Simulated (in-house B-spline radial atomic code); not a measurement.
Ionisation energies along the 9-electron series, configuration [He] 2s2 2p5, as differences of self-consistent energies. NIST's values go from ground level to ground level; the uncertainty of those that are theory runs from under 0.1 % in few-electron ions to several per cent in heavy many-electron ones. Computed with a B-spline radial code for spherical atoms: non-relativistic Hartree-Fock, average of the configuration, point nuclei.

| ion | configuration after | ionisation energy (eV) | IE/(q+1)² (eV) | -ε less Coulomb ΔSCF (eV) | tabulated value (eV) | computed minus tabulated (eV) |
| --- | --- | --- | --- | --- | --- | --- |
| F | [He] 2s2 2p4 | 17.1 | 17.124 | 2.7404 | 17.42282 | -0.3 |
| Ne+ | [He] 2s2 2p4 | 41.0 | 10.262 | 2.6692 | 40.96297 | 0.1 |
| Mg3+ | [He] 2s2 2p4 | 110.0 | 6.8745 | 2.6141 | 109.2654 | 0.7 |
| Al4+ | [He] 2s2 2p4 | 154.9 | 6.1941 | 2.6005 | 153.8252 | 1.0 |
| Si5+ | [He] 2s2 2p4 | 206.6 | 5.7386 | 2.5908 | 205.279 | 1.3 |
| P6+ | [He] 2s2 2p4 | 265.2 | 5.4119 | 2.5837 | 263.57 | 1.6 |
| S7+ | [He] 2s2 2p4 | 330.6 | 5.1659 | 2.5781 | 328.794 | 1.8 |
| Cl8+ | [He] 2s2 2p4 | 402.9 | 4.974 | 2.5737 | 400.851 | 2.0 |
| Ar9+ | [He] 2s2 2p4 | 482.0 | 4.8199 | 2.5702 | 479.76 | 2.2 |
| K10+ | [He] 2s2 2p4 | 567.9 | 4.6935 | 2.5673 | 565.6 | 2.3 |
| Ca11+ | [He] 2s2 2p4 | 660.7 | 4.588 | 2.5649 | 658.2 | 2.5 |
| Sc12+ | [He] 2s2 2p4 | 760.2 | 4.4984 | 2.5628 | 757.7 | 2.5 |
| Ti13+ | [He] 2s2 2p4 | 866.6 | 4.4215 | 2.5611 | 864 | 2.6 |
| V14+ | [He] 2s2 2p4 | 979.8 | 4.3547 | 2.5596 | 977.2 | 2.6 |
| Cr15+ | [He] 2s2 2p4 | 1099.8 | 4.2961 | 2.5583 | 1097.2 | 2.6 |
| Mn16+ | [He] 2s2 2p4 | 1226.6 | 4.2443 | 2.5572 | 1224.1 | 2.5 |
| Fe17+ | [He] 2s2 2p4 | 1360.2 | 4.1983 | 2.5562 | 1357.8 | 2.4 |
| Co18+ | [He] 2s2 2p4 | 1500.7 | 4.157 | 2.5553 | 1504.5 | -3.8 |
| Ni19+ | [He] 2s2 2p4 | 1647.9 | 4.1198 | 2.5545 | 1646 | 1.9 |

Q: How far is this level of theory from the measured and semi-empirical values?

A: Over those 19 rows the differences run from -3.83 to +2.61 eV (mean absolute value 1.9 eV). The calculation leaves out relativity, correlation and, in open shells, the multiplet splittings that an average leaves out.
